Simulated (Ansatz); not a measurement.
AlH₆NSeSi, SMILES `N[SiH2][AlH][SeH]`, relaxed with RKS PBE-D4/def2-SVP in Ansatz 0.2.0 from a rough embedded geometry. The force threshold is 0.03 eV/Å; the program also tests the step.

Charge 0, multiplicity 1.

Start:

```xyz
10

N     1.685   -0.619   -0.519
Si    0.033   -0.948   -0.875
Al   -1.324    0.307    0.590
Se   -1.229    2.617    0.603
H     1.900   -0.839    0.472
H     1.887    0.419   -0.602
H    -0.239   -2.412   -0.709
H    -0.271   -0.600   -2.286
H    -2.348   -0.509    1.605
H    -0.094    2.584    1.721
```

Q: How much energy does the relaxation release, and in how many steps? (An estimate is asked.)

A: Ansatz gave: 0.73 eV, in 31 steps.

Q: Which bonds change most? (Best estimate.)

A: The calculation gave: Si2–Al3 from 2.359 to 2.467 Å; Se4–H10 from 1.594 to 1.486 Å; Al3–H9 from 1.657 to 1.603 Å; N1–Si2 from 1.722 to 1.768 Å.

Q: Give the relaxed structure. (Estimate.)

A: The calculation gave: 
```xyz
10

N     1.707   -0.503   -0.784
Si    0.050   -1.119   -0.791
Al   -1.396    0.320    0.595
Se   -0.022    2.041    1.403
H     2.182   -0.503    0.125
H     1.844    0.417   -1.218
H     0.091   -2.542   -0.289
H    -0.405   -1.162   -2.230
H    -2.939    0.337    1.030
H    -1.111    2.714    2.158
```
